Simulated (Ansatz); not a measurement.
Strength of the Si–Te bond: SiH3Te → SiH3 + Te

Species: SiH3Te `[SiH3][Te]`, doublet; SiH3 (silyl radical) `[SiH3]`, doublet; Te atom, triplet. 

Shapes, held fixed at every level: PBE0-D4/def2-TZVP. Programs: Ansatz 0.2.0. The zero-point and thermal change to 298 K, harmonic and unscaled (PBE0-D4/def2-TZVP), is -29.3 kJ/mol.

```csv
level,kind,ΔH(298 K) (kJ/mol),less CCSD(T)/def2-TZVPP
HF/def2-TZVPP,Hartree–Fock,+137.7,-93.0
PBE-D4/def2-TZVPP,GGA,+251.7,+21.0
PBE0-D4/def2-TZVPP,global hybrid,+245.8,+15.1
MP2/def2-SVP,perturbation theory,+205.5,-25.2
MP2/def2-TZVPP,perturbation theory,+236.7,+6.0
CCSD(T)/def2-SVP,coupled cluster or CI,+201.6,-29.1
CCSD(T)/def2-TZVPP,coupled cluster or CI,+230.7,0.0
```

The highest level, CCSD(T)/def2-TZVPP, gives ΔH(298 K) = +230.7 kJ/mol; the levels span +137.7 to +251.7. The column of differences is taken from that level and isn't an error. Hartree–Fock misses the correlation of the pair that is broken and comes out low. No measured value is set beside it here. Open shells run unrestricted unless RO is named. For atoms past krypton def2 sets carry core potentials with scalar relativity. Correlated rows may include outer-core shells of Te, which these sets cover unevenly. Spin-orbit coupling lowers the free atoms by 25.2 kJ/mol; the thermal change holds that.
